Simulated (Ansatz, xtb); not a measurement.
## Two isomers of C4H10BFO

Structure I: `COB(F)C(C)C`, a singlet. Structure II: `CC(C)(C)B(O)F`, a singlet. Both are isolated molecules in the gas phase, relaxed with PBE-D3(BJ)/def2-SVP; each stands in its lowest conformer found.

Problem. Estimate E(II) − E(I) at the level CCSD(T)/def2-SVP + ΔMP2/def2-TZVPP.

Solution. Calculated at CCSD(T)/def2-SVP + ΔMP2/def2-TZVPP: E(II) − E(I) = −14.0 kcal/mol, so structure II lies lower.

How the difference moves with the method:

```json
{"level": "PBE-D3(BJ)/def2-SVP", "geometry": "PBE-D3(BJ)/def2-SVP", "E(II) − E(I) (kcal/mol)": "−11.4", "departure from the last row (kcal/mol)": "+2.6", "job, with rough time for the two": "optimisation, 1.8 min"}
{"level": "HF/def2-SVP", "geometry": "PBE-D3(BJ)/def2-SVP", "E(II) − E(I) (kcal/mol)": "−8.8", "departure from the last row (kcal/mol)": "+5.2", "job, with rough time for the two": "part of the CCSD(T) run"}
{"level": "MP2/def2-SVP", "geometry": "PBE-D3(BJ)/def2-SVP", "E(II) − E(I) (kcal/mol)": "−15.3", "departure from the last row (kcal/mol)": "−1.3", "job, with rough time for the two": "part of the CCSD(T) run"}
{"level": "CCSD(T)/def2-SVP", "geometry": "PBE-D3(BJ)/def2-SVP", "E(II) − E(I) (kcal/mol)": "−13.5", "departure from the last row (kcal/mol)": "+0.5", "job, with rough time for the two": "single point"}
{"level": "CCSD(T)/def2-SVP + ΔMP2/def2-TZVPP", "geometry": "PBE-D3(BJ)/def2-SVP", "E(II) − E(I) (kcal/mol)": "−14.0", "departure from the last row (kcal/mol)": "", "job, with rough time for the two": "single point, 96 s"}
```

As drawn, II has 1 C–C, 1 O–H in place of 1 C–O, 1 C–H.

The levels shown agree on the order. The largest departure from CCSD(T)/def2-SVP + ΔMP2/def2-TZVPP is that of HF/def2-SVP, 5.2 kcal/mol. Levels run at GFN2-xTB geometries aren't shown. The last row adds to CCSD(T) the change of the MP2 difference between the two basis sets, here −0.5 kcal/mol.

With thermal terms from frequencies at re-optimised GFN2-xTB minima (ideal gas, soft modes damped towards free rotors, one conformer each, 298.15 K, 1 atm): the zero-point term adds +0.3 kcal/mol; ΔH is −13.9 and ΔG −13.0 kcal/mol.

The correlated steps freeze 7 core orbitals. Codes used: Ansatz 0.2.0, xtb 6.7.1; the last row on 4 threads of Arm Neoverse V1 on a shared host.
